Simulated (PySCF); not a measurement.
C6H13PS.
SMILES: `C1[C@H]([C@@H](C)[P@@H](C1)=S)C`

Computed with TDDFT PBE0/def2-SVPD, vertical, gas phase, core orbitals frozen in the response in PySCF. The structure is a single PBE0-D3(BJ)/def2-SVP conformer in the gas phase; no vibrational or solvent corrections.

```json
{"state": "S1", "E (eV)": "5.37", "E (kJ/mol)": "518", "λ (nm)": "230.9", "f": "0.0010", "main configurations (H = HOMO, L = LUMO)": "H→L (71%), H-1→L (15%)"}
{"state": "S2", "E (eV)": "5.49", "E (kJ/mol)": "530", "λ (nm)": "225.8", "f": "0.0088", "main configurations (H = HOMO, L = LUMO)": "H-1→L (57%), H→L (10%)"}
{"state": "S3", "E (eV)": "5.60", "E (kJ/mol)": "540", "λ (nm)": "221.6", "f": "0.0095", "main configurations (H = HOMO, L = LUMO)": "H→L+1 (77%), H-1→L (10%)"}
{"state": "S4", "E (eV)": "5.71", "E (kJ/mol)": "551", "λ (nm)": "217.1", "f": "0.023", "main configurations (H = HOMO, L = LUMO)": "H-1→L+1 (67%), H-1→L+3 (14%)"}
{"state": "S5", "E (eV)": "5.88", "E (kJ/mol)": "567", "λ (nm)": "211.0", "f": "0.0053", "main configurations (H = HOMO, L = LUMO)": "H-1→L+3 (35%), H-1→L+4 (22%), H-1→L+2 (15%)"}
{"state": "S6", "E (eV)": "6.10", "E (kJ/mol)": "588", "λ (nm)": "203.3", "f": "0.041", "main configurations (H = HOMO, L = LUMO)": "H→L+3 (60%), H→L+2 (13%), H→L (8%)"}
{"state": "S7", "E (eV)": "6.19", "E (kJ/mol)": "597", "λ (nm)": "200.2", "f": "0.049", "main configurations (H = HOMO, L = LUMO)": "H-1→L+2 (40%), H-1→L+3 (26%), H-1→L+1 (13%)"}
{"state": "S8", "E (eV)": "6.23", "E (kJ/mol)": "601", "λ (nm)": "198.9", "f": "0.084", "main configurations (H = HOMO, L = LUMO)": "H→L+2 (48%), H-1→L+4 (12%), H-1→L+2 (11%)"}
{"state": "S9", "E (eV)": "6.49", "E (kJ/mol)": "626", "λ (nm)": "191.0", "f": "0.012", "main configurations (H = HOMO, L = LUMO)": "H→L+4 (61%), H-1→L+4 (14%), H→L+2 (8%)"}
{"state": "S10", "E (eV)": "6.57", "E (kJ/mol)": "634", "λ (nm)": "188.6", "f": "0.016", "main configurations (H = HOMO, L = LUMO)": "H-1→L+4 (37%), H→L+4 (20%), H-1→L+2 (19%)"}
```

Triplets, Tamm–Dancoff:

```json
{"state": "T1", "E (eV)": "4.96", "λ (nm)": "249.9", "main configurations (H = HOMO, L = LUMO)": "H→L (36%), H-1→L (30%)"}
{"state": "T2", "E (eV)": "5.03", "λ (nm)": "246.3", "main configurations (H = HOMO, L = LUMO)": "H-1→L (34%), H→L (24%), H-1→L+3 (10%)"}
{"state": "T3", "E (eV)": "5.30", "λ (nm)": "233.8", "main configurations (H = HOMO, L = LUMO)": "H-1→L+1 (53%), H→L+3 (11%)"}
{"state": "T4", "E (eV)": "5.40", "λ (nm)": "229.4", "main configurations (H = HOMO, L = LUMO)": "H→L+1 (54%), H→L (11%)"}
```

The lowest singlet comes at 231 nm (518 kJ/mol) in the ultraviolet; it is very weak; its leading configuration is HOMO→LUMO (71%). The strongest level in the table is S8 at 6.23 eV (199 nm, f = 0.084). Löwdin shares by element: HOMO sulfur 72%, phosphorus 14%, carbon 6% or more; LUMO sulfur 13%, hydrogen 11% or more, carbon 11% or more, phosphorus 10% (atoms not listed hold the other 55%). The oscillator strengths of these states sum to 0.250; summed over the whole spectrum of an exact calculation they would give the number of electrons, 80 (Thomas–Reiche–Kuhn). The listed states span 1.20 eV, and the widest gap between neighbours is 0.26 eV (S8 to S9). Of the 10 states listed, 6 reach f = 0.01 and none stays under 0.0005. All these states lie below the vertical ionisation energy of 8.26 eV (ΔSCF). Singlets were solved by full linear response, triplets in the Tamm–Dancoff approximation.

On Arm Neoverse V1, one thread, no GPU (shared host), this took 5.2 min and 1.1 GiB of memory at its peak.
